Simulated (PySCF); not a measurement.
# Energy of Cu (copper, neutral) between two integer charges

The 4s alpha orbital of [Ar] 3d10 4s1 is emptied in steps (occupation f), with all orbitals relaxed, ending at [Ar] 3d10. All numbers are calculated (PySCF 2.14, a scalar-relativistic core potential, in aug-cc-pVTZ-PP with ECP10MDF (6s6p5d3f2g, 88 functions)). The exact energy is a straight line in f; departures are measured from the line between the end points of the same method.

| f | UHF (eV) | LDA (eV) | PBE (eV) |
| --- | --- | --- | --- |
| 1 | 0.000 | 0.000 | 0.000 |
| 0.8 | 0.017 | -0.556 | -0.544 |
| 0.6 | 0.025 | -0.839 | -0.823 |
| 0.4 | 0.024 | -0.843 | -0.830 |
| 0.2 | 0.016 | -0.563 | -0.557 |
| 0 | 0.000 | 0.000 | 0.000 |

```tsv
method	E(f=0) − E(f=1) (eV)	−ε at f=1 (eV)	−ε at f=0.4 (eV)
UHF	6.585	6.696	6.561
LDA	8.632	5.185	9.318
PBE	8.343	4.972	9.002
```

Orbital energy along the path (eV):

| f | UHF | LDA | PBE |
| --- | --- | --- | --- |
| 1 | -6.696 | -5.185 | -4.972 |
| 0.8 | -6.647 | -6.529 | -6.279 |
| 0.6 | -6.602 | -7.910 | -7.624 |
| 0.4 | -6.561 | -9.318 | -9.002 |
| 0.2 | -6.523 | -10.740 | -10.412 |
| 0 | -6.488 | -12.153 | -11.847 |

Reference removal energy between the ground levels: 7.726 eV (measured; NIST Atomic Spectra Database, ionization energies). UHF lacks correlation.
